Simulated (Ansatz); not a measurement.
Consider the redistribution: `BCSC[SiH3]` + `FC[SiH2]S` → `BC[SiH2]S` + `FCSC[SiH3]`.

Gas-phase electronic energies from Ansatz, PBE0-D4/def2-TZVP geometries. CBS: MP2 limit from def2 TZ/QZ plus the TZ coupled-cluster correction, frozen cores. Functionals use def2-TZVPP. One conformer a species, not always the lowest.

| level | ΔE (eV) |
| --- | --- |
| r2SCAN-D4 | -0.56 |
| PBE0-D4 | -0.53 |
| MP2/def2-TZVPP | -0.55 |
| CCSD/CBS(def2) | -0.49 |

Q: What does CCSD(T)/CBS give? (Estimate.)

A: The calculation gave: -0.52 eV. The listed levels differ from it by -0.04, -0.01, -0.03, 0.03 eV.

Largest T1 diagnostic among the species: 0.012.

In def2-TZVPP, CCSD(T) changes the Hartree–Fock value by −0.09 eV (the triples alone add −0.02 eV) and MP2 by −0.12 eV.
